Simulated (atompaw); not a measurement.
**Before and after: PAW (atompaw) potential for chlorine**

```json
{
  "Element": "chlorine (Cl)",
  "Generator": "atompaw 4.2.0.5",
  "Type": "PAW",
  "Functional": "LDA (PW92)",
  "Relativity": "scalar-relativistic",
  "Frozen core": "[Ne]",
  "Valence charge": "7",
  "Reference configuration": "3s2 3p3 (charge +2)",
  "Partial waves": "3s (bound): rc 1.50 bohr; 3s channel at 1.6 Ry: rc 1.50 bohr; 3p (bound): rc 1.50 bohr; 3p channel at -1.8 Ry: rc 1.50 bohr; 3d channel at 0.15 Ry: rc 1.40 bohr; 3d channel at 2.95 Ry: rc 1.40 bohr",
  "Local potential": "bessel scheme, radius 1.00 bohr",
  "Core correction": "smooth core density matched at 0.95 bohr",
  "Augmentation charge": "sinc compensation charge, radius 1.15 bohr; PAW radius 1.50 bohr; waves and projectors: custom polynom vanderbiltortho"
}
```

Change: all radii scaled by about 0.75 (s 1.12, p 1.12, d 1.04 bohr); local potential bessel scheme, radius 0.74 bohr; augmentation sinc compensation charge, radius 0.86 bohr; PAW radius 1.12 bohr; waves and projectors: custom polynom vanderbiltortho; core correction smooth core density matched at 0.70 bohr.

Cutoffs: the cutoffs (Ry, on a coarse ladder) from which the occupation-weighted sum of valence levels, in a spherical-Bessel basis at the reference potential, stays within 10 and 1 mRy of its value at 400 Ry; they do not see the model core or the augmentation charge, which bear on the density cutoff.

Problem. What does the change do?

Solution. The potential gets harder (21 Ry and 30 Ry → 55 Ry and 90 Ry); a bound ghost appears in p, s, which as a rule spoils a file. A smaller radius makes the pseudo-wave follow the all-electron one further in, where it bends more sharply, so more plane waves are needed.

| quantity | base | changed |
| --- | --- | --- |
| cutoff, loose | 21 Ry | 55 Ry |
| cutoff, tight | 30 Ry | 90 Ry |
| loose cutoff by channel (10 mRy a level) | s 15 Ry, p 15 Ry | s 40 Ry, p 50 Ry |
| bound ghosts | none | s, p |
| lowest overlap eigenvalue by channel | s 0.11, p 0.71, d 0.96 | s 0.37, p 0.74, d 0.97 |

 A true bound ghost makes a file unfit for plane-wave use even where its test errors are small: the radial tests pick states by their node count and pass the ghost by. The cutoffs see the waves, projectors and local potential, not the compensation charge or the core.
